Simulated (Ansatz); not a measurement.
Computed with Ansatz on PBE0-D4/def2-TZVP structures; ΔE is electronic, products minus reactants. CCSD(T)/CBS is the MP2 limit (def2-TZVPP, def2-QZVPP) plus CCSD(T) − MP2 in def2-TZVPP, frozen cores. DFT in def2-TZVPP. B3LYP here is the variant with VWN-RPA as its local correlation; programs differ in this. For Ge outer-core shells are correlated without core-valence functions, which leaves a few kJ/mol of doubt a bond. Scalar relativity is left out up to krypton. Each species was taken in one conformer, which may not be the lowest.

Reaction (ligand exchange at the Si–S bond): `N[SiH2][S][GeH3]` + `[NH2][GeH2][NH2]` → `N[SiH2][NH][GeH2][NH2]` + `[SH][GeH3]`

```tsv
level	ΔE (kJ/mol)	difference from CCSD(T)/CBS
PBE-D4	5.8	8.1
r2SCAN-D4	1.0	3.3
B3LYP-D4	-4.5	-2.2
ωB97X-V	-3.7	-1.4
ωB97M-V	-4.1	-1.8
PBE	5.3	7.6
PBE0	3.3	5.6
CCSD(T)/def2-TZVPP	-6.8	-4.5
HF/CBS(def2)	-13.4	-11.1
MP2/CBS(def2)	1.4	3.7
CCSD(T)/CBS	-2.3	0
```

Largest T1 diagnostic among the species: 0.011.

In def2-TZVPP, CCSD(T) changes the Hartree–Fock value by +5.6 kJ/mol (the triples alone add +1.8 kJ/mol) and MP2 by +9.2 kJ/mol.
